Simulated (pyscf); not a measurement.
PySCF, gas phase, ωB97X-D3(BJ)/def2-SVP geometries. MP2 and CC: frozen core, UHF for open shells. ΔMP2 is the change of the MP2 total energy from the triple- to the quadruple-zeta basis. Singlets are restricted, triplets unrestricted.

Singlet (Å):
```xyz
3

Cl     0.9856     2.2944     0.4402
Sn     1.1540     0.2890    -0.8261
H     -0.0511    -0.5668     0.1592
```

Triplet (Å):
```xyz
3

Cl     1.2940    -1.3212    -0.1725
Sn    -0.0732     0.2743    -1.2425
H     -0.2813     1.7563    -0.3624
```

### Question
For these two minima of Cl–SnH: (SMILES [Cl][SnH]), which spin state lies lower at CCSD(T)/def2-TZVPP + ΔMP2(QZVPP), and by how much (electronic energies)?

### Answer
The singlet, by 1.89 eV. Zero-point energy shifts E(triplet) − E(singlet) by -0.01 eV. 

E(triplet) − E(singlet) by level (eV):

| level | gap |
|---|---|
| ωB97X-D3(BJ)/def2-TZVP | +1.95 |
| PBE/def2-TZVP | +1.82 |
| r²SCAN/def2-TZVP | +1.65 |
| B3LYP-D3(BJ)/def2-TZVP | +1.92 |
| PBE0-D3(BJ)/def2-TZVP | +1.75 |
| M06-2X/def2-TZVP | +1.55 |
| ωB97M-D3(BJ)/def2-TZVP | +1.88 |
| HF/def2-TZVP | +1.21 |
| MP2/def2-QZVPP | +1.95 |
| CCSD/def2-TZVPP | +1.79 |
| CCSD(T)/def2-TZVPP | +1.81 |
| CCSD(T)/def2-TZVPP + ΔMP2(QZVPP) | +1.89 |

The triplet is the lowest one reached from the SCF start used. The CCSD(T) − MP2 part came from Ansatz, without density fitting, on the same reference. The frozen core leaves the outer d or s,p core shells of the metals and heavy elements correlated in the MP2 and CC values, and def2-TZVPP describes them poorly, which can shift differences by a few kcal/mol. Elements past Kr carry the def2 core potentials, without spin-orbit coupling.
